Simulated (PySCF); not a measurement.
ZnCl, SMILES [Cl][Zn+], charge +1.

The structure is a stationary point at B3LYP-D3(BJ)/def2-TZVP. The spin state was assumed, not searched.

These are PBE0/def2-TZVPD (PySCF) values and carry that method's errors.

The molecule is in vacuum.

The total energy comes out as -2238.90218 hartree. The point group is C∞v. The highest occupied level is -14.97 eV, the lowest empty level is -11.10 eV and the orbital gap is 3.87 eV. The dipole moment about the centre of nuclear charge comes out as 1.141 e·Å and the mean static polarisability is 29.9 bohr³ (4.44 Å³). The polarisability, principal values comes out as 23.1, 23.1, 43.6 bohr³.
